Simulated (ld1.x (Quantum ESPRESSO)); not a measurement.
**Pt (Z = 78), ultrasoft: configuration errors across variants**

ld1.x (Quantum ESPRESSO) 7.5 input, shortened:

```
&input
   title='Pt', zed=78., rel=1, dft='PBE', iswitch=3,
   config='[Xe] 4f14 5d9 6s0.5 6p0'
 /
 &inputp
   pseudotype=3, tm=.true., lloc=-1, rcloc=1.20,
   nlcc=.false.,
   which_augfun='PSQ', rmatch_augfun_nc=.true.
 /
6
6S  1  0   0.50   0.00  1.80  2.20  0.0
6S  1  0   0.00   1.75  1.80  2.20  0.0
6P  2  1   0.00   0.00  3.40  3.60  0.0
6P  2  1   0.00   0.10  3.40  3.60  0.0
5D  3  2   9.00   0.00  1.10  1.40  0.0
5D  3  2   0.00  -0.20  1.10  1.40  0.0
 &test
   configts(1)='5d9 6s0.5 6p0'
 /
```

All-electron excitation energies from the reference (eV): (1) 5d9 6s1 6p0 -3.694; (2) 5d9 6s0 6p0 5.500; (3) 5d8 6s0 6p0 25.466; (4) 5d8 6s1 6p1 2.874; (5) 5d7 6s0 6p0 57.683; (6) 5d10 6s0 6p0 -3.711; (7) 5d6 6s0 6p0 103.335.

The overlap operator is not positive definite (basis up to 400 Ry) in “base”, “augmentation PSQ, radius 0.90 bohr”, “core correction a·sin(br)/r model core inside 0.88 bohr”, “waves 6s (bound): rcut 1.80, rcutus 2.52 bohr; 6s channel at 1.75 Ry: rcut 1.80, rcutus 2.52 bohr”, “waves 5d (bound): rcut 1.10, rcutus 1.70 bohr; 5d channel at -0.2 Ry: rcut 1.10, rcutus 1.70 bohr”. Such files are unfit for use, however small their errors in these radial tests.

2 further variants failed, have other tests or another functional or relativity, and are left out.

A true bound ghost makes a file unfit for plane-wave use even where its test errors are small: the radial tests pick states by their node count and pass the ghost by. Where a test does run into it, the solver fails or the error is huge.

Errors AE − PS in meV (a dash: test not solved or not reliable):

| change | (1) | (2) | (3) | (4) | (5) | (6) | (7) | bound ghosts |
| --- | --- | --- | --- | --- | --- | --- | --- | --- |
| base | +8.5 | +8.3 | +4.5 | -6.2 | -69 | -2.8 | -278 | s (p not tested, overlap not positive) |
| local potential all-electron potential smoothed inside 2.25 bohr (lloc = -1) | +8.6 | +8.3 | +4.4 | -6.3 | -70 | -2.9 | -281 | none |
| augmentation PSQ, radius 0.90 bohr | +2.5 | -13 | -9.6 | -16 | -73 | -27 | -271 | s (p not tested, overlap not positive) |
| core correction a·sin(br)/r model core inside 0.88 bohr | +0.6 | -3.9 | -46 | -33 | -237 | -14 | -703 | s (p not tested, overlap not positive) |
| waves 6s (bound): rcut 1.80, rcutus 2.52 bohr; 6s channel at 1.75 Ry: rcut 1.80, rcutus 2.52 bohr | +7.9 | +7.4 | +4.7 | -8.7 | -67 | -4.0 | -272 | not determined (overlap not positive) |
| waves 5d (bound): rcut 1.10, rcutus 1.70 bohr; 5d channel at -0.2 Ry: rcut 1.10, rcutus 1.70 bohr | +13 | +15 | +22 | -4.4 | – | – | – | s (p not tested, overlap not positive) |
| local potential all-electron potential smoothed inside 2.42 bohr (lloc = -1) | +8.6 | +8.3 | +4.3 | -6.5 | -70 | -2.9 | -283 | none |

Task: Give the same row for: type TM; waves now 6s (bound): rc 2.20 bohr; 6p (bound): rc 3.60 bohr; 5d (bound): rc 1.40 bohr; local potential the d channel.

Result: +2.4, -0.1, +12, –, -29, -16, -181; bound ghosts: s, p. Not counted: 5d8 6s1 6p1 (solver errors, printed error -2.5 eV).
